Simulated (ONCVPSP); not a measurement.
**u(r) = r·R(r): atom against pseudo-atom (hydrogen (H))**

Columns: radius, all-electron u(r) and pseudo u(r) of the 1s shell (level -6.49 eV) of hydrogen in the configuration 1s1; PBE, scalar-relativistic, ONCV scheme, ONCVPSP 4.0.1.

```json
{"r (bohr)": "0.053", "all-electron": "0.0965", "pseudo": "0.0792"}
{"r (bohr)": "0.105", "all-electron": "0.1812", "pseudo": "0.1553"}
{"r (bohr)": "0.158", "all-electron": "0.2584", "pseudo": "0.2299"}
{"r (bohr)": "0.210", "all-electron": "0.3256", "pseudo": "0.2994"}
{"r (bohr)": "0.262", "all-electron": "0.3853", "pseudo": "0.3644"}
{"r (bohr)": "0.315", "all-electron": "0.4389", "pseudo": "0.4251"}
{"r (bohr)": "0.368", "all-electron": "0.4859", "pseudo": "0.4792"}
{"r (bohr)": "0.420", "all-electron": "0.5260", "pseudo": "0.5256"}
{"r (bohr)": "0.473", "all-electron": "0.5615", "pseudo": "0.5660"}
{"r (bohr)": "0.525", "all-electron": "0.5914", "pseudo": "0.5995"}
{"r (bohr)": "0.578", "all-electron": "0.6174", "pseudo": "0.6278"}
{"r (bohr)": "0.630", "all-electron": "0.6387", "pseudo": "0.6501"}
{"r (bohr)": "0.683", "all-electron": "0.6568", "pseudo": "0.6672"}
{"r (bohr)": "0.735", "all-electron": "0.6711", "pseudo": "0.6791"}
{"r (bohr)": "0.788", "all-electron": "0.6827", "pseudo": "0.6874"}
{"r (bohr)": "0.840", "all-electron": "0.6913", "pseudo": "0.6934"}
{"r (bohr)": "0.893", "all-electron": "0.6976", "pseudo": "0.6981"}
{"r (bohr)": "0.945", "all-electron": "0.7015", "pseudo": "0.7015"}
{"r (bohr)": "0.998", "all-electron": "0.7034", "pseudo": "0.7034"}
{"r (bohr)": "1.050", "all-electron": "0.7035", "pseudo": "0.7035"}
{"r (bohr)": "1.102", "all-electron": "0.7020", "pseudo": "0.7020"}
{"r (bohr)": "1.155", "all-electron": "0.6990", "pseudo": "0.6990"}
{"r (bohr)": "1.208", "all-electron": "0.6946", "pseudo": "0.6946"}
{"r (bohr)": "1.260", "all-electron": "0.6892", "pseudo": "0.6892"}
{"r (bohr)": "1.313", "all-electron": "0.6827", "pseudo": "0.6827"}
{"r (bohr)": "1.365", "all-electron": "0.6753", "pseudo": "0.6753"}
```

(1) How many radial nodes do the two functions have?

(2) At about which radius was the pseudo-wave matched?

(3) Is the pseudo-wave norm-conserving?

Answers

(1) The all-electron 1s function has n − l − 1 = 0; the pseudo-wave has 0.

(2) 1.00 bohr. The columns agree to 0.0005 from 0.94 bohr on; several derivatives are matched, so the curves merge somewhat inside the radius.

(3) Yes: the ONCV scheme keeps the norm inside the radius equal to the all-electron one, which fixes the energy derivative of the logarithmic derivative at the level.
